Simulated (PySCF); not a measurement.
H₂Se₂Te, SMILES [SeH][Te][SeH]. Geometry: B3LYP-D3(BJ)/def2-SVP. This is a generated structure with no PubChem entry under its InChIKey; it may be hypothetical. The def2 effective core potentials stand for the cores of Te; spin–orbit coupling is left out. The values are those of a single conformer.

Computed equilibrium geometry at B3LYP-D3(BJ)/def2-SVP (PySCF confirms it by a frequency run) as Cartesian coordinates in Å, and its point group (one conformer of several):
point group C2.
```xyz
5

Te     0.0000     0.0000    -0.9071
Se    -2.0163     0.0440     0.6693
H     -2.1222    -1.4229     0.8288
Se     2.0163    -0.0440     0.6693
H      2.1222     1.4229     0.8288
```
